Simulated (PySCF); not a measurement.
Te(OH)(SMe) (CH4OSTe), SMILES S([Te]O)C.

Geometry optimised at PBE-D3(BJ)/def2-SVP. The def2 effective core potentials stand for the cores of Te; spin–orbit coupling is left out. One conformer was computed; it need not be the lowest.

All values below come from PBE-D3(BJ)/def2-SVP run with PySCF.

Frequencies are harmonic and unscaled.

```
mode  ν (cm⁻¹)  IR (km/mol)  moving atoms (share of kinetic energy)
----  --------  -----------  --------------------------------------
1           94          0.7                  O 40 %, C 28 %, H 19 %
2          108          0.2                          H 88 %, O 10 %
3          162          1.5          O 37 %, S 31 %, H 18 %, Te 8 %
4          189          1.0         C 41 %, H 21 %, S 17 %, Te 15 %
5          342          3.4                         S 74 %, Te 19 %
6          403         90.5                                  H 88 %
7          554         55.9                         O 86 %, Te 12 %
8          673          2.5                  C 58 %, S 31 %, H 11 %
9          916         11.5                          H 83 %, C 15 %
10         919          7.0                          H 80 %, C 17 %
11         959         43.9                                  H 94 %
12        1267          7.8                          H 86 %, C 13 %
13        1384         12.3                                  H 95 %
14        1397          9.3                                  H 95 %
15        2977         15.9                                  H 98 %
16        3085          1.2                          H 90 %, C 10 %
17        3102          2.8                          H 90 %, C 10 %
18        3674         63.7                                  H 94 %
```
